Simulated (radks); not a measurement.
Results of a calculation; reference values are marked as such.
Species: Sm I. Configuration: [Kr] 4d10 4f6 5p6 6s2 6p2 (not the ground configuration). Code: a radial shooting solver on a logarithmic mesh with Libxc functionals. Model: Dirac Kohn-Sham, PBE, spin-unpolarised, spherical densities, finite nucleus; open shells are shared between the two j in proportion to 2j + 1; Fermi nuclear charge, rms radius 5.0819 fm.

Unscreened Slater integrals over Kohn-Sham orbitals (eV). Large and small components are both included.

F0(6p3/2,6p3/2): 5.3033
F2(6p3/2,6p3/2): 2.8749
F0(6p3/2,6p1/2): 5.4414
G2(6p3/2,6p1/2): 2.9288
F0(6p3/2,6s1/2): 5.9104
G1(6p3/2,6s1/2): 3.5622
F0(6p3/2,4f7/2): 6.9853
F2(6p3/2,4f7/2): 0.87973
G2(6p3/2,4f7/2): 0.22307
G4(6p3/2,4f7/2): 0.20284
F0(6p1/2,6p1/2): 5.5944
F0(6p1/2,6s1/2): 6.1220
G1(6p1/2,6s1/2): 3.9384
F0(6p1/2,4f7/2): 7.3484
G4(6p1/2,4f7/2): 0.22729
F0(6s1/2,6s1/2): 6.8937
F0(6s1/2,4f7/2): 8.9414
G3(6s1/2,4f7/2): 0.37612
F0(4f7/2,4f7/2): 27.275
F2(4f7/2,4f7/2): 12.741
F4(4f7/2,4f7/2): 7.9473
F6(4f7/2,4f7/2): 5.7040
